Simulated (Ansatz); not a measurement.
`CN[Si](F)(F)NC`, relaxed with RKS PBE-D4/def2-SVP in Ansatz from a rough embedded geometry. The force threshold is 0.03 eV/Å; the program also tests the step.

Total charge 0; spin multiplicity 1.

Start:

```xyz
15

C    -2.096   -1.036    0.574
N    -1.012   -0.319    0.081
Si    0.470   -0.229    0.880
F     1.338   -1.501    0.501
F     0.275    0.073    2.403
N     1.156    1.110    0.089
C     1.789    1.135   -1.236
H    -2.979   -0.980   -0.129
H    -2.488   -0.714    1.561
H    -1.911   -2.141    0.651
H    -0.819   -0.633   -0.853
H     0.455    1.868    0.124
H     1.037    0.842   -1.980
H     2.580    0.400   -1.255
H     2.203    2.125   -1.412
```

Task: How much energy does the relaxation release, and in how many steps? (Best estimate.)

Result: Computed: 23.80 kcal/mol, in 13 steps, 1 of them rejected.

Task: Which bonds change most? (Estimate.)

Result: The calculation gave: Si3–F5 from 1.565 to 1.638 Å; C1–N2 from 1.390 to 1.455 Å; Si3–F4 from 1.586 to 1.638 Å; C7–H14 from 1.079 to 1.107 Å.

Task: Give the relaxed structure. (An estimate is asked.)

Result: The calculation gave: 
```xyz
15

C    -2.294   -1.232    0.902
N    -1.314   -0.648   -0.002
Si    0.300   -0.238    0.375
F     1.436   -1.401    0.183
F     0.306    0.015    1.994
N     0.813    1.050   -0.622
C     2.176    1.324   -1.052
H    -3.284   -0.733    0.812
H    -1.952   -1.096    1.946
H    -2.450   -2.323    0.739
H    -1.564   -0.689   -0.992
H     0.155    1.820   -0.763
H     2.224    1.573   -2.135
H     2.794    0.419   -0.895
H     2.655    2.159   -0.491
```
